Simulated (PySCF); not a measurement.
Isomers of C6H7NO, mass 109.053 u with the commonest isotopes. The calculation used PBE0/pcSseg-1 in PySCF (dipole) on a GFN2-xTB geometry, gas phase. One conformer each, none proved a minimum here; rigid rotors.

Question: Order these by rotational constant B, smallest first.
A. `[CH3:1][O:2][c:3]1[cH:4][cH:5][cH:6][cH:7][n:8]1` with C1–O2–C3–C4 180°
B. `[CH:1]#[C:2][CH2:3][NH:4][C:5](=[O:6])[CH:7]=[CH2:8]` with C2–C3–N4–C5 -122°, C3–N4–C5–O6 -4°, N4–C5–C7–C8 179°
C. `[CH3:1][O:2][c:3]1[cH:4][cH:5][n:6][cH:7][cH:8]1` with C1–O2–C3–C4 180°

Answer: B (969.2 MHz), C (1574 MHz), A (1676 MHz).

Question: Order these by rotational constant C, largest first.
A. `[CH3:1][O:2][c:3]1[cH:4][cH:5][n:6][cH:7][cH:8]1` with C1–O2–C3–C4 180°
B. `[CH:1]#[C:2][CH2:3][NH:4][C:5](=[O:6])[CH:7]=[CH2:8]` with C2–C3–N4–C5 -122°, C3–N4–C5–O6 -4°, N4–C5–C7–C8 179°
C. `[CH3:1][O:2][c:3]1[cH:4][cH:5][cH:6][cH:7][n:8]1` with C1–O2–C3–C4 180°

Answer: C (1280 MHz), A (1227 MHz), B (905.7 MHz).

Question: Order these by rotational constant A, smallest first.
A. `[CH:1]#[C:2][CH2:3][NH:4][C:5](=[O:6])[CH:7]=[CH2:8]` with C2–C3–N4–C5 -122°, C3–N4–C5–O6 -4°, N4–C5–C7–C8 179°
B. `[CH3:1][O:2][c:3]1[cH:4][cH:5][cH:6][cH:7][n:8]1` with C1–O2–C3–C4 180°
C. `[CH3:1][O:2][c:3]1[cH:4][cH:5][n:6][cH:7][cH:8]1` with C1–O2–C3–C4 180°

Answer: B (5235 MHz), C (5375 MHz), A (5939 MHz).

```tsv
SMILES	point group	Ia (u·Å²)	Ib (u·Å²)	Ic (u·Å²)	κ	μa (D)	μb (D)	μc (D)
COc1ccccn1	Cs	96.55	301.47	394.84	-0.80	0.64	0.13	0.00
C#CCNC(=O)C=C	C1	85.10	521.45	558.03	-0.97	0.55	2.87	1.57
COc1ccncc1	Cs	94.03	321.11	411.92	-0.83	3.21	0.79	0.01
```
